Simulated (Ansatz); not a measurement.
Geometry optimisation, Ansatz 0.2.0, RKS B3LYP-D4/STO-3G.

Input file:

```yaml
crystal:
  periodic: [false, false, false]
  atoms:
    - { symbol: "N", position_ang: [0.1014, -2.4125, 0.9989] }
    - { symbol: Al, position_ang: [0.1687, -0.598, 0.285] }
    - { symbol: Si, position_ang: [1.301, 1.0774, 1.4624] }
    - { symbol: F, position_ang: [1.334, 2.5359, 0.6142] }
    - { symbol: Si, position_ang: [-0.8596, -0.0713, -1.782] }
    - { symbol: S, position_ang: [-2.2995, 1.5118, -1.4432] }
    - { symbol: H, position_ang: [-0.9373, -2.5876, 1.0736] }
    - { symbol: H, position_ang: [0.4851, -2.9883, 0.2532] }
    - { symbol: H, position_ang: [0.7177, 1.2721, 2.8395] }
    - { symbol: H, position_ang: [2.7405, 0.6743, 1.6645] }
    - { symbol: H, position_ang: [-1.5464, -1.256, -2.2773] }
    - { symbol: H, position_ang: [0.1765, 0.4064, -2.7015] }
    - { symbol: H, position_ang: [-1.3616, 2.401, -0.9723] }
basis:
  gaussian: { orbitals: STO-3G }
hamiltonian:
  xc: b3lyp
  dispersion: d4
relax:
  f_tol: 0.02
  max_steps: 40
scf:
  lower_state_search: "off"
```

Launched with:

```bash
$ ansatz run input.yaml --threads 1 --pin off --max-ram 2048MiB --backend cpu --events-out ev --progress --plain --runs-dir out
```

Task: Where does it end, and by what steps?

Result: The forces met the threshold. The force dipped under the threshold on the way, but the program's further checks kept it going. Limits of this set-up: minimal basis. After 37 steps the energy has fallen by 1.434 eV; H7 moved furthest, 1.73 Å.

```json
{"step": "0", "energy less start (eV)": "0.0000", "largest force component (eV/Å)": "4.532", "accepted": "yes"}
{"step": "2", "energy less start (eV)": "-0.4547", "largest force component (eV/Å)": "0.645", "accepted": "yes"}
{"step": "4", "energy less start (eV)": "-0.5516", "largest force component (eV/Å)": "1.414", "accepted": "yes"}
{"step": "6", "energy less start (eV)": "-0.8224", "largest force component (eV/Å)": "1.074", "accepted": "yes"}
{"step": "8", "energy less start (eV)": "-1.0142", "largest force component (eV/Å)": "0.745", "accepted": "yes"}
{"step": "10", "energy less start (eV)": "-1.1779", "largest force component (eV/Å)": "0.329", "accepted": "yes"}
{"step": "12", "energy less start (eV)": "-1.2102", "largest force component (eV/Å)": "0.076", "accepted": "yes"}
{"step": "14", "energy less start (eV)": "-1.2121", "largest force component (eV/Å)": "0.075", "accepted": "yes"}
{"step": "16", "energy less start (eV)": "-1.2130", "largest force component (eV/Å)": "0.034", "accepted": "yes"}
{"step": "18", "energy less start (eV)": "-1.2137", "largest force component (eV/Å)": "0.039", "accepted": "yes"}
{"step": "20", "energy less start (eV)": "-1.2143", "largest force component (eV/Å)": "0.072", "accepted": "yes"}
{"step": "22", "energy less start (eV)": "-1.2154", "largest force component (eV/Å)": "0.091", "accepted": "yes"}
{"step": "24", "energy less start (eV)": "-1.2329", "largest force component (eV/Å)": "0.655", "accepted": "yes"}
{"step": "26", "energy less start (eV)": "-1.3768", "largest force component (eV/Å)": "0.537", "accepted": "yes"}
{"step": "28", "energy less start (eV)": "-1.4267", "largest force component (eV/Å)": "0.195", "accepted": "yes"}
{"step": "30", "energy less start (eV)": "-1.4313", "largest force component (eV/Å)": "0.052", "accepted": "yes"}
{"step": "32", "energy less start (eV)": "-1.4326", "largest force component (eV/Å)": "0.045", "accepted": "yes"}
{"step": "34", "energy less start (eV)": "-1.4337", "largest force component (eV/Å)": "0.055", "accepted": "yes"}
{"step": "36", "energy less start (eV)": "-1.4343", "largest force component (eV/Å)": "0.008", "accepted": "yes"}
{"step": "37", "energy less start (eV)": "-1.4344", "largest force component (eV/Å)": "0.010", "accepted": "yes"}
```

```xyz
13
Properties=species:S:1:pos:R:3
N 0.264 -2.350 0.682
Al 0.084 -0.717 0.147
Si 0.882 1.016 1.452
F 0.505 2.457 0.652
Si -0.941 -0.053 -1.791
S -1.269 2.061 -1.700
H 0.721 -2.657 1.563
H -0.064 -3.193 0.172
H 0.305 1.153 2.782
H 2.321 1.069 1.668
H -2.213 -0.707 -2.040
H -0.147 -0.385 -2.965
H -0.427 2.272 -0.609
```

Whether the end is a true minimum wasn't checked by a vibrational analysis.

Run time: 2.3 min on 1 thread of Arm Neoverse V1, on a shared host, peak memory 0.17 GiB.
